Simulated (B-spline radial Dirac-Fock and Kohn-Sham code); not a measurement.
Spin-orbit splitting of the 2p hole in neutral atoms, Ne to Nb. Calculated with a B-spline atomic structure program, using relaxed Dirac-Fock hole states (ΔSCF) with Breit and QED corrections and a finite nucleus.

| Z | element | 2p1/2 (eV) | 2p3/2 (eV) | splitting (eV) |
| --- | --- | --- | --- | --- |
| 10 | Ne | 19.88 | 19.79 | 0.09298 |
| 12 | Mg | 56.57 | 56.30 | 0.2689 |
| 13 | Al | 80.99 | 80.58 | 0.4070 |
| 14 | Si | 108.4 | 107.9 | 0.5713 |
| 18 | Ar | 250.3 | 248.2 | 2.141 |
| 19 | K | 303.1 | 300.3 | 2.784 |
| 20 | Ca | 360.6 | 357.1 | 3.563 |
| 21 | Sc | 415.0 | 410.5 | 4.497 |
| 22 | Ti | 472.3 | 466.7 | 5.604 |
| 23 | V | 532.9 | 526.0 | 6.903 |
| 24 | Cr | 589.8 | 581.4 | 8.422 |
| 25 | Mn | 664.0 | 653.8 | 10.17 |
| 26 | Fe | 734.6 | 722.4 | 12.18 |
| 27 | Co | 808.6 | 794.1 | 14.48 |
| 28 | Ni | 886.2 | 869.1 | 17.10 |
| 29 | Cu | 958.9 | 938.8 | 20.06 |
| 30 | Zn | 1051.8 | 1028.5 | 23.38 |
| 31 | Ga | 1152.1 | 1125.0 | 27.10 |
| 32 | Ge | 1257.5 | 1226.3 | 31.25 |
| 36 | Kr | 1732.2 | 1679.3 | 52.88 |
| 37 | Rb | 1871.5 | 1811.7 | 59.74 |
| 38 | Sr | 2016.8 | 1949.5 | 67.26 |
| 40 | Zr | 2317.1 | 2232.6 | 84.49 |
| 41 | Nb | 2471.1 | 2376.8 | 94.29 |

Question: How does the splitting scale with Z?

Answer: A power law fitted over this range goes as Z^4.82. A fit of the fourth root gives (Z − 3.4)⁴, with a largest misfit of 4.1 %.
